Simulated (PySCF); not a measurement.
H₆Se₂Si₂, SMILES [SeH][SiH2][SiH2][SeH], singlet, CAM-B3LYP/def2-SVP optimised geometry.

```
10

Se     1.82    -2.17    -0.54
Si     1.17    -0.03     0.00
Si    -1.17    -0.03     0.00
Se    -1.82     2.17     0.00
H      3.23    -1.93    -0.22
H      1.69     0.96    -0.98
H      1.68     0.33     1.35
H     -1.68    -0.72     1.22
H     -1.69    -0.75    -1.20
H     -3.23     1.86     0.25
```

Density from CAM-B3LYP/def2-TZVP (PySCF) at that geometry.

Minimum of the electron density along straight lines between bonded atoms, close to the bond critical point (lines longer than 1.1 times the sum of covalent radii, or with two minima, are not listed):

| bond | length / Å | ρ at the minimum / e bohr⁻³ | ∇²ρ there / e bohr⁻⁵ | position (fraction from the first atom) |
|---|---|---|---|---|
| Se1–Si2 | 2.295 | 0.090 | -0.03 | 0.65 |
| Si2–Si3 | 2.345 | 0.097 | -0.17 | 0.50 |
| Si3–Se4 | 2.295 | 0.090 | -0.03 | 0.35 |
| Se1–H5 | 1.470 | 0.175 | -0.31 | 0.63 |
| Si2–H6 | 1.489 | 0.122 | 0.13 | 0.49 |
| Si2–H7 | 1.488 | 0.122 | 0.14 | 0.49 |
| Si3–H8 | 1.488 | 0.122 | 0.14 | 0.49 |
| Si3–H9 | 1.489 | 0.122 | 0.13 | 0.49 |
| Se4–H10 | 1.470 | 0.175 | -0.31 | 0.63 |
